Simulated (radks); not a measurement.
Task: These are the eigenvalues of the occupied orbitals of an atom or ion with whole-number occupations (Ry). All-electron calculation, scalar-relativistic Kohn-Sham, PBE, spin-polarised, spherical densities, point nucleus. Program: a radial shooting solver on a logarithmic mesh with Libxc functionals.

orbital  eigenvalue
1s up     -203.1791
1s down   -203.1531
2s up     -19.51535
2s down   -19.49149
2p up     -15.03406
2p down   -15.00014
3s up      -2.42753
3s down    -2.26145
3p up      -1.49173
3p down    -1.33656

Which element is it, and in what charge state? The configuration may be excited. Open shells, if any, are filled with parallel spins first.

Result: Z = 17, chlorine, charge +1: Cl+ in [Ne] 3s2 3p4. The list shows which subshells hold electrons but not how many an open one holds; the 1s level, -101.59 hartree, gives Z - s = 14.3 by -(Z - s)^2/2, which with screening and relativity narrows Z to a few neighbours, and the depths of the outer levels then fix element, charge and occupations together.
